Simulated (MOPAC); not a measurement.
Job for MOPAC: AM1 on CH4GeO (SMILES [CH3][Ge][OH]), a point of a torsion scan.

```
AM1 1SCF PRECISE CHARGE=0 THREADS=1
CH4GeO

C     -0.89754676 1    -0.08370831 1     0.02144374 1
Ge     0.60624538 1     1.32199414 1    -0.05941581 1
O      1.53349923 1     0.66581747 1    -1.41193483 1
H     -0.63148111 1    -1.02084684 1    -0.46801262 1
H     -1.78676727 1     0.31011835 1    -0.47501615 1
H     -1.18145757 1    -0.30607611 1     1.04944633 1
H      1.30987452 1    -0.12599267 1    -1.89815206 1
```

Output:

```
*******************************************************************************
 **                                                                           **
 **                              MOPAC v23.2.5                                **
 **                                                                           **
 *******************************************************************************
 ** MOPAC's Digital Object Identifier: https://doi.org/10.5281/zenodo.6511958 **
 **                                                                           **
 ** Please cite the open-source release paper for use of this MOPAC version:  **
 ** J. E. Moussa and J. J. P. Stewart (2026)                                  **
 ** MOPAC: An open-source semiempirical molecular orbital program             **
 ** J. Open Source Softw., 11(119), 8025, https://doi.org/10.21105/joss.08025 **
 *******************************************************************************

                              AM1 CALCULATION RESULTS

 *******************************************************************************
 *  AM1        - The AM1 Hamiltonian to be used
 *
 *
 *
 *                 CHARGE ON SYSTEM = 0
 *
 *
 *
 *  PRECISE    - TIGHTER CRITERIA TO BE USED
 *  1SCF       - DO 1 SCF AND THEN STOP
 *  THREADS=1  - MULTI-THREADING NOT USED
 *  T=         - A TIME OF 172800.0 SECONDS REQUESTED
 *  DUMP=N     - RESTART FILE WRITTEN EVERY 7200.0 SECONDS REQUESTED
 *******************************************************************************
AM1 1SCF PRECISE CHARGE=0 THREADS=1
 CH4GeO

   ATOM   CHEMICAL          X               Y               Z
  NUMBER   SYMBOL      (ANGSTROMS)     (ANGSTROMS)     (ANGSTROMS)

     1       C         -0.89754676  *  -0.08370831  *   0.02144374  *
     2      Ge          0.60624538  *   1.32199414  *  -0.05941581  *
     3       O          1.53349923  *   0.66581747  *  -1.41193483  *
     4       H         -0.63148111  *  -1.02084684  *  -0.46801262  *
     5       H         -1.78676727  *   0.31011835  *  -0.47501615  *
     6       H         -1.18145757  *  -0.30607611  *   1.04944633  *
     7       H          1.30987452  *  -0.12599267  *  -1.89815206  *



          CARTESIAN COORDINATES

    NO.       ATOM           X           Y           Z

     1         C         -0.8975     -0.0837      0.0214
     2        Ge          0.6062      1.3220     -0.0594
     3         O          1.5335      0.6658     -1.4119
     4         H         -0.6315     -1.0208     -0.4680
     5         H         -1.7868      0.3101     -0.4750
     6         H         -1.1815     -0.3061      1.0494
     7         H          1.3099     -0.1260     -1.8982

  H: (AM1): M.J.S. DEWAR ET AL, J. AM. CHEM. SOC. 107 3902-3909 (1985)
  C: (AM1): M.J.S. DEWAR ET AL, J. AM. CHEM. SOC. 107 3902-3909 (1985)
  O: (AM1): M.J.S. DEWAR ET AL, J. AM. CHEM. SOC. 107 3902-3909 (1985)
 Ge: (AM1): M.J.S.Dewar and C.Jie, Organometallics, 8, 1544, (1989)

           Empirical Formula: C H4 O Ge  =     7 atoms



      MOLECULAR POINT GROUP   :   C1


      RHF CALCULATION, NO. OF DOUBLY OCCUPIED LEVELS = 9


 -------------------------------------------------------------------------------
 AM1 1SCF PRECISE CHARGE=0 THREADS=1
 CH4GeO



     1SCF WAS SPECIFIED, SO BFGS WAS NOT USED
     SCF FIELD WAS ACHIEVED


                              AM1 CALCULATION
                                                       MOPAC v23.2.5 Linux




          FINAL HEAT OF FORMATION =        -30.00421 KCAL/MOL =    -125.53760 KJ/MOL


          COSMO AREA              =        104.49 SQUARE ANGSTROMS
          COSMO VOLUME            =         92.68 CUBIC ANGSTROMS

          IONIZATION POTENTIAL    =          8.219365 EV
          HOMO LUMO ENERGIES (EV) =         -8.219 -0.717
          NO. OF FILLED LEVELS    =          9
          MOLECULAR WEIGHT        =        104.6320         POINT GROUP:  C1

          MOLECULAR DIMENSIONS (Angstroms)

            Atom       Atom       Distance
            H     7    H     6     3.86361
           Ge     2    H     4     2.61402
            H     5    O     3     1.60935


          SCF CALCULATIONS        =          1





   ATOM   CHEMICAL          X               Y               Z
  NUMBER   SYMBOL      (ANGSTROMS)     (ANGSTROMS)     (ANGSTROMS)

     1       C         -0.89754676  *  -0.08370831  *   0.02144374  *
     2      Ge          0.60624538  *   1.32199414  *  -0.05941581  *
     3       O          1.53349923  *   0.66581747  *  -1.41193483  *
     4       H         -0.63148111  *  -1.02084684  *  -0.46801262  *
     5       H         -1.78676727  *   0.31011835  *  -0.47501615  *
     6       H         -1.18145757  *  -0.30607611  *   1.04944633  *
     7       H          1.30987452  *  -0.12599267  *  -1.89815206  *

                             CARTESIAN COORDINATES

   1    C       -0.897546760    -0.083708310     0.021443740
   2   Ge        0.606245380     1.321994140    -0.059415810
   3    O        1.533499230     0.665817470    -1.411934830
   4    H       -0.631481110    -1.020846840    -0.468012620
   5    H       -1.786767270     0.310118350    -0.475016150
   6    H       -1.181457570    -0.306076110     1.049446330
   7    H        1.309874520    -0.125992670    -1.898152060


           Empirical Formula: C H4 O Ge  =     7 atoms



      MOLECULAR POINT GROUP   :   C1


                  EIGENVALUES
 -35.35667 -28.46947 -17.46259 -13.77057 -13.51961 -13.00756 -12.40476 -11.20535
  -8.21936  -0.71707   1.19950   2.14071   4.51866   4.58037   5.32764   6.07901


              NET ATOMIC CHARGES AND DIPOLE CONTRIBUTIONS

  ATOM NO.   TYPE          CHARGE      No. of ELECS.   s-Pop       p-Pop
    1          C          -0.609763        4.6098     1.29551     3.31425
    2         Ge           0.797380        3.2026     1.54389     1.65873
    3          O          -0.628995        6.6290     1.85799     4.77100
    4          H           0.067437        0.9326     0.93256
    5          H           0.071757        0.9282     0.92824
    6          H           0.078248        0.9218     0.92175
    7          H           0.223937        0.7761     0.77606
 DIPOLE           X         Y         Z       TOTAL
 POINT-CHG.     0.462     2.822     2.013     3.497
 HYBRID        -1.937    -4.279    -2.036     5.119
 SUM           -1.475    -1.456    -0.023     2.073


          ATOMIC ORBITAL ELECTRON POPULATIONS

     Atom    s        px        py        pz
    1  C   1.29551   1.16197   1.11597   1.03630
    2 Ge   1.54389   0.45157   0.77178   0.43538
    3  O   1.85799   1.73032   1.45142   1.58927
    4  H   0.93256
    5  H   0.92824
    6  H   0.92175
    7  H   0.77606

 **********************
 *                    *
 * JOB ENDED NORMALLY *
 *                    *
 **********************




 == MOPAC DONE ==
```

The run finished.

Cost: very roughly 0.020 core-seconds.
